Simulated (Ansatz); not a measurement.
Job for Ansatz (a quantum-chemistry and plane-wave program): U-CCSD(T)/def2-QZVPP on H4MoO5 (SMILES [O]=[Mo]([OH])([OH])([OH])[OH]), 2S+1 = 3, a spin state set in the input, which need not be the lowest. Elements past Kr take the def2 small-core potentials; no spin–orbit coupling. Files ending in .json are basis or fitting sets from the Basis Set Exchange.

Ansatz 0.2 input:
```yaml
crystal:
  periodic: [false, false, false]
  atoms:
    - {symbol: Mo, position_ang: [0.55238440, 0.01701544, 0.48215827]}
    - {symbol: O, position_ang: [1.59592974, -0.74259420, 1.55986398]}
    - {symbol: O, position_ang: [-1.44140446, 0.82005808, -0.17356817]}
    - {symbol: H, position_ang: [-1.79040017, 0.32189834, -0.92995844]}
    - {symbol: O, position_ang: [1.05129291, 1.82648824, 0.30528952]}
    - {symbol: H, position_ang: [0.51946291, 2.46172828, -0.18880269]}
    - {symbol: O, position_ang: [0.52550211, -0.98374680, -1.15632809]}
    - {symbol: H, position_ang: [1.37195721, -1.24729219, -1.53581852]}
    - {symbol: O, position_ang: [-1.13336917, -0.96425053, 1.02523457]}
    - {symbol: H, position_ang: [-1.37794474, -1.64492333, 0.37735386]}
basis:
  gaussian:
    orbitals: def2-QZVPP.json
magnetization: {spin_polarized: true, initial_magnetization: 2}
correlation: {method: ccsd_t, electrons: valence}
```

The log:

```
WARN ansatz: RAYON_NUM_THREADS=8 ignored (pool sized by the plan → 8); use --threads N
Functional definition: HF
integrals: 18.74 GiB planned
3079 factors; integrals over basis functions are off by at most 8.1e-4 eV
4.87 GiB of device memory are held for the factors and their scratch space
mean field: 4.81 GiB planned
mean field evaluation 1: about -12079.2126 eV, gradient 5.9e1 eV
mean field evaluation 2: about -12079.2168 eV, gradient 5.9e1 eV
mean field evaluation 4: about -12091.4926 eV, gradient 1.3e1 eV
mean field evaluation 8: about -12092.4604 eV, gradient 1.1e0 eV
mean field evaluation 16: about -12092.6081 eV, gradient 1.1e-1 eV
mean field evaluation 32: about -12089.1656 eV, gradient 1.3e0 eV
mean field evaluation 64: about -12092.6067 eV, gradient 1.1e-1 eV
mean field evaluation 96: about -12090.1341 eV, gradient 9.1e0 eV
mean field evaluation 128: about -12090.3835 eV, gradient 1.0e0 eV
mean field evaluation 160: about -12090.4436 eV, gradient 2.9e-1 eV
mean field evaluation 192: about -12088.9093 eV, gradient 2.1e-1 eV
mean field -12092.60860342 eV, -444.3951695111 hartree, gradient 2.6e-6 eV, S^2 2.105697; 6 other end points of the search recorded, 0 dependent functions left out
determinant -12092.60860342 eV, -444.3951695111 hartree, with singles and doubles -12143.11268262 eV, -446.2511601891 hartree
determinant -12091.21473827 eV, -444.3439459118 hartree, with singles and doubles -12141.57790137 eV, -446.1947580181 hartree
5 core orbitals not correlated
reference -12092.60860342 eV, -444.3951695111 hartree; 25, 23 occupied and 456, 458 virtual orbitals, 3079 factors
second order -51.24196354 eV of doubles, -0.00000000 eV of singles
coupled cluster: 73.88 GiB planned
cycle   1  -49.92962753 eV  change    -4.4e0 eV  update   4.4e-2
cycle   2  -50.08904597 eV  change   -1.6e-1 eV  update   1.8e-2
cycle   3  -50.08931916 eV  change   -2.7e-4 eV  update   1.4e-2
cycle   4  -50.11147487 eV  change   -2.2e-2 eV  update   9.8e-3
cycle   5  -50.13557051 eV  change   -2.4e-2 eV  update   6.3e-3
cycle   6  -50.14865849 eV  change   -1.3e-2 eV  update   3.4e-3
cycle   7  -50.15226814 eV  change   -3.6e-3 eV  update   2.1e-3
cycle   8  -50.14997297 eV  change    2.3e-3 eV  update   1.5e-3
cycle   9  -50.15219298 eV  change   -2.2e-3 eV  update   1.2e-3
cycle  10  -50.15021444 eV  change    2.0e-3 eV  update   8.5e-4
cycle  11  -50.15009478 eV  change    1.2e-4 eV  update   6.1e-4
cycle  12  -50.15117912 eV  change   -1.1e-3 eV  update   4.3e-4
cycle  13  -50.15087419 eV  change    3.0e-4 eV  update   2.6e-4
cycle  14  -50.15096779 eV  change   -9.4e-5 eV  update   1.6e-4
cycle  15  -50.15102406 eV  change   -5.6e-5 eV  update   8.0e-5
cycle  16  -50.15102681 eV  change   -2.7e-6 eV  update   4.8e-5
cycle  17  -50.15106669 eV  change   -4.0e-5 eV  update   2.8e-5
cycle  18  -50.15111233 eV  change   -4.6e-5 eV  update   1.7e-5
cycle  19  -50.15112492 eV  change   -1.3e-5 eV  update   1.1e-5
coupled cluster: 73.88 GiB planned
perturbative correction -2.70363540 eV, -0.0993567682 hartree
Total energy: -12145.46336374 eV, -446.3375461265 hartree
```

The run converged. Its determinant has ⟨S²⟩ = 2.11, a mixture of spin states.
